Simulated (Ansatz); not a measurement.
Si8P⁻. Charge -1, multiplicity 1. Geometry r2SCAN-D4/def2-SVPD.

```xyz
9

P     1.006   -0.748    2.183
Si    1.476    0.458   -1.506
Si   -2.804    0.193   -1.796
Si    1.196   -1.547   -0.032
Si    2.021    2.563   -0.501
Si   -0.789   -0.492   -1.038
Si   -1.011   -1.538    1.270
Si   -2.520    0.114    0.508
Si    1.424    0.996    0.912
```

B3LYP takes the VWN-RPA correlation. The restricted singlet is unstable towards broken spin symmetry in Hartree–Fock (as tested in another run); at PBE-D4/def2-TZVPD, r2SCAN-D4/def2-TZVPD, B3LYP-D4/def2-TZVPD, PBE0-D4/def2-TZVPD and others this wasn't settled. Another isomer (singlet) lies 2.37 eV lower at PBE0-D4/def2-TZVPD; other spin states weren't run for this one.

Task: Estimate the orbital energies around the gap (eV) in Ansatz with PBE-D4/def2-TZVPD, r2SCAN-D4/def2-TZVPD, B3LYP-D4/def2-TZVPD, PBE0-D4/def2-TZVPD, r2SCAN0-D4/def2-TZVPD.

Result: 
```csv
orbital,PBE-D4/def2-TZVPD,r2SCAN-D4/def2-TZVPD,B3LYP-D4/def2-TZVPD,PBE0-D4/def2-TZVPD,r2SCAN0-D4/def2-TZVPD
HOMO−9,-4.14,-4.44,-4.86,-5.21,-5.40
HOMO−8,-3.86,-4.17,-4.57,-4.88,-5.07
HOMO−7,-3.46,-3.72,-4.16,-4.44,-4.60
HOMO−6,-2.86,-3.10,-3.45,-3.73,-3.88
HOMO−5,-2.61,-2.84,-3.15,-3.43,-3.58
HOMO−4,-2.42,-2.63,-3.01,-3.26,-3.39
HOMO−3,-2.04,-2.22,-2.59,-2.83,-2.94
HOMO−2,-1.82,-2.00,-2.28,-2.53,-2.65
HOMO−1,-1.64,-1.79,-2.15,-2.36,-2.46
HOMO,-1.37,-1.51,-1.85,-2.06,-2.15
LUMO,-0.13,-0.17,0.31,0.34,0.31
LUMO+1,0.32,0.37,0.86,0.91,0.92
LUMO+2,0.64,0.69,1.24,1.28,1.30
LUMO+3,0.95,1.04,1.50,1.58,1.63
LUMO+4,1.22,1.34,1.78,1.86,1.92
LUMO+5,1.40,1.57,1.96,2.06,2.16
```
